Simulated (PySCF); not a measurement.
Species: B(H2S)Cl3.
Bonds: B1–S2, B1–Cl5, B1–Cl6, B1–Cl7. Hydrogens: H3, H4 on S2.

Computed by this run: PBE0-D3(BJ)/def2-SVP geometry optimisation, gas phase in PySCF; density fitting, grid level 1; the optimiser is geomeTRIC in internal coordinates, started from a GFN1-xTB structure with every atom displaced at random (about 0.03 Å).

Geometry at step 0:
```
atom  x, y, z in Å
B1      0.1928   -0.3017   -0.7739
S2      0.1176   -0.2341    1.3310
H3      0.4509    1.0279    1.4654
H4     -1.0481    0.0552    1.4837
Cl5     1.8755   -0.2306   -1.2134
Cl6    -0.7658    1.3229   -1.1886
Cl7    -0.7310   -1.7417   -1.1728
```

Task: What forces act on the atoms?

Result: 
| atom | Fx (eV/Å) | Fy (eV/Å) | Fz (eV/Å) |
| --- | --- | --- | --- |
| B1 | -1.555 | 1.887 | -0.121 |
| S2 | 5.053 | -2.214 | -0.483 |
| H3 | 0.549 | 1.104 | 0.123 |
| H4 | -5.373 | 1.050 | 0.521 |
| Cl5 | 1.065 | -0.048 | -0.125 |
| Cl6 | 0.616 | -0.993 | 0.240 |
| Cl7 | -0.355 | -0.786 | -0.155 |

The largest, 5.54 eV/Å, acts on S2 (H4 within 3 % of it); the rms over all components is 1.849 eV/Å. The forces sum to zero within rounding, as they must for an isolated molecule in no field.

Task: Give the force on S2 in Eh/bohr and in nN.

Result: 5.538 eV/Å ÷ 51.422 = 0.10769 Eh/bohr, and 5.538 eV/Å × 1.602 = 8.87 nN.

Task: How far is this geometry from the end of the optimisation?

Result: 0.549 eV above it, and 0.089 Å rms away after alignment. The bonds farthest from their final lengths, with half the difference of the two atoms' forces along the bond (positive lengthens):

```json
{"bond": "S2–H4", "now (Å)": "1.211", "final (Å)": "1.353", "force along bond (eV/Å)": "+5.47"}
{"bond": "B1–Cl6", "now (Å)": "1.931", "final (Å)": "1.803", "force along bond (eV/Å)": "-1.79"}
{"bond": "B1–Cl5", "now (Å)": "1.741", "final (Å)": "1.800", "force along bond (eV/Å)": "+1.23"}
{"bond": "B1–S2", "now (Å)": "2.107", "final (Å)": "2.164", "force along bond (eV/Å)": "-0.36"}
{"bond": "B1–Cl7", "now (Å)": "1.757", "final (Å)": "1.800", "force along bond (eV/Å)": "+0.78"}
{"bond": "S2–H3", "now (Å)": "1.312", "final (Å)": "1.353", "force along bond (eV/Å)": "+1.05"}
```

The angle farthest from its final value is S2–B1–Cl5, 106.6° against 101.0°.

Of the 6 listed bonds off by 0.010 Å or more, this force points towards the final length in 5.

The cost below is that of the whole optimisation. Hardware: an Arm Neoverse V2 with one thread, no GPU, shared host with 192 logical CPUs at a one-minute load of 26. Cost: 22 s wall, 0.39 GiB resident at most.
